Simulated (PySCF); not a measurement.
**Worked example: chemical shift, span and skew from a shielding tensor**

C4H3Cl2F, SMILES F[C@@H](Cl)C=C=CCl. Atoms are numbered in the order given.

```xyz
10

F     -2.1075    -1.2706     0.4445
C     -1.4487    -0.2680    -0.2000
Cl    -2.6432     1.0355    -0.5936
C     -0.3763     0.2940     0.6822
C      0.8760     0.3868     0.2998
C      2.1158     0.4940    -0.1070
Cl     3.3039    -0.7633     0.1262
H     -1.0663    -0.6393    -1.1592
H     -0.7018     0.6287     1.6748
H      2.5035     1.3787    -0.6191
```
Charge 0, spin multiplicity 1.

Coordinates come from a TPSSh-D3(BJ)/def2-SVP optimisation. The structure was generated by enumeration; whether it is a known compound was not checked. Other conformers were not sampled.

GIAO shieldings from PBE/pcSseg-1 (PySCF), non-relativistic, no solvent. The symmetric part of the tensor of C4 has the principal values -5.0, 89.0, 135.0 ppm. The same nucleus in TMS has σ = 182.0 ppm at this level (PySCF, at its B3LYP-D3(BJ)/def2-TZVP geometry). Without spin–orbit terms, shifts of atoms bonded to Cl or Br come out too high.

Task: Work out the isotropic shielding, the ¹³C shift against TMS, the span and the skew.

Result: 
σ(iso) = (σ11 + σ22 + σ33)/3 = 73.0 ppm. δ = σ(ref) − σ(iso) = 182.0 − (73.0) = 109.0 ppm.
Span Ω = σ33 − σ11 = 140.0 ppm. Skew κ = 3(σ(iso) − σ22)/Ω = -0.34. Tumbling in solution averages the tensor to δ; in a static solid the shielding alone would spread this spin-1/2 line over Ω.
